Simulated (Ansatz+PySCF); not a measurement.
# singlet H₈: levels of theory in one basis

```json
{"atom": "H", "x (Å)": "0.0000", "y (Å)": "0.0000", "z (Å)": "0.0000"}
{"atom": "H", "x (Å)": "0.0000", "y (Å)": "0.0000", "z (Å)": "1.8000"}
{"atom": "H", "x (Å)": "0.0000", "y (Å)": "0.0000", "z (Å)": "3.6000"}
{"atom": "H", "x (Å)": "0.0000", "y (Å)": "0.0000", "z (Å)": "5.4000"}
{"atom": "H", "x (Å)": "0.0000", "y (Å)": "0.0000", "z (Å)": "7.2000"}
{"atom": "H", "x (Å)": "0.0000", "y (Å)": "0.0000", "z (Å)": "9.0000"}
{"atom": "H", "x (Å)": "0.0000", "y (Å)": "0.0000", "z (Å)": "10.8000"}
{"atom": "H", "x (Å)": "0.0000", "y (Å)": "0.0000", "z (Å)": "12.6000"}
```

Basis set: 6-31G* (spherical functions). All electrons are correlated. Charge 0, multiplicity 1.

Computed with Ansatz (development build ahead of 0.2.0); each method stands on the lowest determinant of its kind that the runs found. NEVPT2 correlates all electrons. Active spaces start from the frontier orbitals, and the lowest solution found is given.

| method | E − E(RHF) (eV) | <S²> of the determinant |
| --- | --- | --- |
| RHF | 0.00 | 0.00 |
| UHF | -6.50 | 2.98 |
| RHF-MP2 | -4.10 | – |
| UHF-MP2 | -6.78 | 2.98 |
| RHF-CCSD | -9.14 | – |
| UHF-CCSD | -8.05 | 2.98 |
| RHF-CCSD(T) | -9.39 | – |
| UHF-CCSD(T) | -8.07 | 2.98 |
| RHF-CCSDT(Q) | -8.33 | – |
| UHF-CCSDT(Q) | -8.15 | 2.98 |
| full CI (lowest root of this spin) | -8.33 | – |
| CASSCF(8,8) | -8.19 | – |
| CASSCF(2,2) | -1.21 | – |
| SC-NEVPT2(8,8) | -8.31 | – |

(1) What does SC-NEVPT2(2,2) give on the same scale?

(2) Is a single determinant a sound starting point here?

## Answers

(1) -4.66 eV. NEVPT2 here correlates all electrons, so it doesn't share the others' frozen core.

At such a shape the full CI root can have another spatial symmetry than the determinants, so the rows needn't describe one state.

(2) It is doubtful. Unrestricted orbitals lower Hartree–Fock by 6.50 eV and <S²> is 2.98 where a pure state has 0.00, a sign of strong static correlation. The CASSCF(8,8) natural occupations are 1.76, 1.71, 1.62, 1.45, 0.57, 0.39, 0.28, 0.23. The CASSCF(2,2) natural occupations are 1.53, 0.47.

Caution for RHF, RHF-MP2, RHF-CCSD, RHF-CCSD(T), RHF-CCSDT(Q): an unrestricted determinant lies well below. Caution for UHF, UHF-MP2, UHF-CCSD, UHF-CCSD(T), UHF-CCSDT(Q): the unrestricted determinant is a mixture of spin states; the determinant breaks the point group. Caution for RHF-MP2, RHF-CCSD, RHF-CCSD(T), RHF-CCSDT(Q): large amplitudes, a single reference is doubtful. Caution for RHF-MP2, RHF-CCSD, UHF-CCSD, RHF-CCSD(T), UHF-CCSD(T): the program doubts this total. Caution for UHF-MP2, UHF-CCSD, UHF-CCSD(T), UHF-CCSDT(Q): bonds are stretched, where a single reference can fail. Caution for RHF-CCSDT(Q): the amplitudes may be one of several solutions. Caution for UHF-CCSDT(Q): another reference gives a lower total.
